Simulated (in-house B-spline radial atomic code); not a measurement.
# LDA exchange-only excitations of Bi3+

Method: LDA exchange-only. Computed with an all-electron radial atomic-structure program (B-spline basis): linear response of the closed shell [Xe] 4f14 5d10 6s2 with the functional's adiabatic kernel; scalar-relativistic (spin-free one-electron X2C), finite nucleus, no spin-orbit coupling, no double excitations, S, P, D and F terms only; shells from n = 4 respond. Only terms of natural parity with L up to 3 were computed.

Spin-orbit coupling is strong here, so these LS terms don't match observed levels.

Command:
```bash
python run_td.py task.json out
```
Settings (radii: box in bohr, nucleus in fm):
```
Z                        83
electrons                80
configuration            [Xe] 4f14 5d10 6s2
hamiltonian              x2c
method                   lda,
box_radius               23.08
rms_radius               5.5211
intervals                71
```

Time taken, with all properties: 1.7 s on 1 thread of AMD EPYC 9R14 (Zen 4), on a shared host.

The lowest states, in the order of their Tamm-Dancoff energies; the method's threshold (minus the highest occupied level) is 38.97 eV. Labels give the largest channel, * marks a mixed state, and oscillator strengths are full-response dipole values. Semilocal kernels can invert the small singlet-triplet splittings of Rydberg terms. Energies in eV:

```csv
state,full response,Tamm-Dancoff,oscillator strength
6s → 6p 3P,10.868,10.966,-
6s → 6p 1P,?,?,?
6s → 7s 3S,23.592,23.600,-
6s → 6d 3D,?,?,-
6s → 7s 1S,24.274,24.300,-
6s → 6d 1D,24.444,24.454,-
5d → 6p 3P,25.803,25.837,-
5d → 6p 3F,25.927,25.951,-
5d → 6p 1F,26.535,26.539,-
```

Q: Where does 6s → 6d 3D lie?

A: At 23.764 eV in full response, 23.782 eV in Tamm-Dancoff.

Q: Where does 6s → 6p 1P lie?

A: At 13.939 eV in full response, 14.376 eV in Tamm-Dancoff, oscillator strength 1.52.

Q: How large is the singlet-triplet splitting of 6s → 6p (P terms) in Tamm-Dancoff?

A: 3.41 eV, from the unrounded values.

Q: What polarisabilities and dispersion coefficient does the method give?

A: Dipole 9.62 bohr³, quadrupole 26.71 bohr⁵, C6 59.26 hartree·bohr⁶ for two such species.
